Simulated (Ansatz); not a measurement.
Consider the formal exchange of groups at the Si–O bond: `COB(O)O[SiH3]` + `C=C=C` → `C=C=C[SiH3]` + `COB(O)O`.

Program: Ansatz. Geometries: PBE0-D4/def2-TZVP. ΔE: electronic, gas phase. CCSD(T)/CBS adds triple-zeta CCSD(T) − MP2 to the extrapolated MP2 energy (def2 sets, frozen cores). This one scheme is used for every species. Functionals use def2-TZVPP. B3LYP here is the variant with VWN-RPA as its local correlation; programs differ in this. Each species was taken in one conformer, which may not be the lowest.

**Question.** Is it downhill or uphill in electronic energy at CCSD(T)/CBS, and by how much? (Best estimate.)

**Answer.** Computed: Uphill: ΔE = +64.6 kJ/mol.

**Question.** What do these levels give: PBE0-D4, B3LYP-D4, ωB97M-V, B2PLYP, PBE0, B3LYP, SCS-MP2/def2-TZVPP, CCSD/def2-TZVPP, CCSD(T)/def2-TZVPP, MP2/def2-QZVPP, SCS-MP2/def2-QZVPP, HF/CBS(def2)? (Estimate.)

**Answer.** Computed: PBE0-D4 55.2, B3LYP-D4 65.4, ωB97M-V 63.6, B2PLYP 65.0, PBE0 54.6, B3LYP 64.8, SCS-MP2/def2-TZVPP 66.1, CCSD/def2-TZVPP 66.5, CCSD(T)/def2-TZVPP 64.3, MP2/def2-QZVPP 62.5, SCS-MP2/def2-QZVPP 66.7, HF/CBS(def2) 79.3 kJ/mol.

Largest T1 diagnostic among the species: 0.012.

From PBE to PBE0 (25 % exact exchange), in def2-TZVPP and without D4, ΔE moves by +3.4 kJ/mol. In def2-TZVPP, CCSD(T) changes the Hartree–Fock value by −13.1 kJ/mol (the triples alone add −2.2 kJ/mol) and MP2 by −15.7 kJ/mol.
